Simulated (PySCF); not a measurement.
## Correlation energy of Pd(3+) (palladium, charge +3)

[Kr] 4d7, high-spin 4F determinant. Calculation: PySCF 2.14, in aug-cc-pVDZ-PP with ECP28MDF; a scalar-relativistic core potential. Frozen: 4s2 4p6; 7 electrons correlated.

```tsv
level	correlation energy (mhartree)
CCSD	-120.07
(T)	-0.95
CCSD(T)	-121.02
```

Diagnostics: T1 = 0.0024, D1 = 0.0040, largest double amplitude 0.015.

Is a single reference adequate?

Yes, within this model without spin-orbit coupling: T1 lies below 0.03 and no double amplitude reaches 0.07.
